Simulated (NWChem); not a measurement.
Molecule: C2H3ClFNSi; SMILES C#C[Si@@](N)(F)Cl

```xyz
9

C      0.8171     2.7638     0.0455
C      0.3711     1.6356     0.0319
Si    -0.2983    -0.0464     0.0142
N     -1.3139    -0.2826     1.3558
F     -1.0107    -0.2539    -1.4153
Cl     1.1934    -1.4669     0.0960
H      1.2147     3.7552     0.0561
H     -1.5894    -1.2077     1.6596
H     -1.9686     0.4345     1.6423
```
Atoms are numbered in this order, from 1.

Level: B3LYP/6-31G* (spherical d) (NWChem), optimised geometry, unscaled harmonic frequencies. B3LYP is NWChem's, with the RPA form of VWN correlation.

**Question.** List the harmonic frequencies with IR intensities, and the thermochemistry.

**Answer.** 
| frequency (cm⁻¹) | IR intensity (km/mol) |
|---|---|
| 113 | 2.6 |
| 131 | 5.5 |
| 175 | 3.5 |
| 248 | 19.6 |
| 280 | 13.0 |
| 307 | 48.0 |
| 341 | 176.6 |
| 358 | 28.3 |
| 397 | 13.0 |
| 528 | 80.2 |
| 661 | 107.6 |
| 691 | 38.3 |
| 703 | 37.4 |
| 858 | 175.4 |
| 880 | 202.6 |
| 964 | 164.1 |
| 1614 | 79.9 |
| 2175 | 74.1 |
| 3480 | 37.0 |
| 3577 | 46.4 |
| 3674 | 39.2 |

zero-point energy: 31.7 kcal/mol
thermal correction to the enthalpy at 298.15 K (with zero-point energy): 37.2 kcal/mol
heat capacity Cv: 26.8 cal/(mol K)
entropy at 298.15 K and 1 atm (symmetry number 1): 87.0 cal/(mol K)
dipole moment: 2.99 D

Rigid rotor and harmonic oscillator.
